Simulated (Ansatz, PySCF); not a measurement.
Reaction (SMILES): CB(C)O + 2 B (BH3) -> 2 BC (CH5B) + BO (H3BO) [borinic acid]
Each molecule is optimised on its own at B3LYP-D3(BJ)/def2-TZVP (Ansatz, a first-principles code), one conformer each, not searched for the lowest. Frequencies are from Ansatz or PySCF.

Wanted: bond separation energy (0 K, with B3LYP-D3(BJ) harmonic zero-point energies), in kcal/mol. Cores are frozen in the correlated levels unless marked. Spin-orbit coupling is left out. No relativistic terms. CBS marks a two-point X^-3 extrapolation of the correlation energy; Hartree-Fock from the larger set.

```csv
level,program,bond separation energy (kcal/mol)
SVWN5/def2-TZVPD,Ansatz,-3.4
PBE/def2-TZVPD,Ansatz,-3.2
r2SCAN-D3(BJ)/def2-TZVPD,Ansatz + dftd3,-1.3
r2SCAN-D4/def2-TZVPD,Ansatz + dftd4,-1.3
r2SCANh-D4/def2-TZVPD,Ansatz + dftd4,-1.1
r2SCANh/def2-TZVPD,Ansatz,-1.3
HSE06-D3(BJ)/def2-TZVPD,Ansatz + dftd3,-1.6
```

Estimate the value at CCSD(T)/CBS(cc-pVTZ,cc-pVQZ) as computed with Ansatz.

0.1 kcal/mol, so HSE06-D3(BJ)/def2-TZVPD differs from it by -1.7 kcal/mol.
